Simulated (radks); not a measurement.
The numbers below are computed, except where a source is named.
Species: the europium ion Eu40+. Configuration: [Ar] 3d4.75 4p0.25 (fractional occupations, a model configuration).

Level of theory: Dirac Kohn-Sham, HCTH/407, spin-unpolarised, spherical densities, point nucleus; open shells fill j = l - 1/2 first (a radial shooting solver on a logarithmic mesh with Libxc functionals).

Energy parts (eV):
total: -262195.56
kinetic: 287716.57
electron-nucleus: -591130.36
Hartree: 45882.22
exchange-correlation: -4663.99

Orbitals (lengths in bohr, moments of r in powers of bohr; <r^-3> diverges for s and p1/2):
orbital  occ.  eigenvalue (eV)      <r^2>  <r^-3>  small-component weight
1s1/2       2        -50430.73  0.0006795       -                5.49e-02
2s1/2       2        -10007.90    0.01049       -                1.22e-02
2p1/2       2        -9619.569   0.007621       -                1.23e-02
2p3/2       4        -8964.828   0.008822    9491                1.14e-02
3s1/2       2        -3580.920    0.06405       -                4.30e-03
3p1/2       2        -3423.951    0.05875       -                4.24e-03
3p3/2       4        -3272.278    0.06433    2280                4.02e-03
3d3/2       4        -3022.433    0.04921   391.9                3.88e-03
3d5/2    0.75        -2987.563    0.05071   350.4                3.81e-03
4s1/2       0        -1794.308     0.2400       -                2.00e-03
4p1/2    0.25        -1727.633     0.2357       -                1.96e-03
4p3/2       0        -1674.457     0.2515   811.3                1.89e-03
4d3/2       0        -1572.450     0.2335   140.2                1.81e-03
4d5/2       0        -1560.062     0.2379   124.5                1.79e-03

The highest occupied level is 4p1/2 at -1727.6 eV. The configuration is held as typed, so some empty levels lie below it. Summed over all electrons, <r^2> = 0.8696 bohr^2, which gives a Langevin (diamagnetic) susceptibility term of -0.689 x 10^-6 cm^3/mol. The density falls to 0.001 e/bohr^3 at r = 0.92 bohr.

Run on one thread of a shared host, so times are rough (Intel(R) Xeon(R) 6975P-C): 0.07 s of CPU time, 0.07 s wall, 14 iterations on 2476 mesh points.
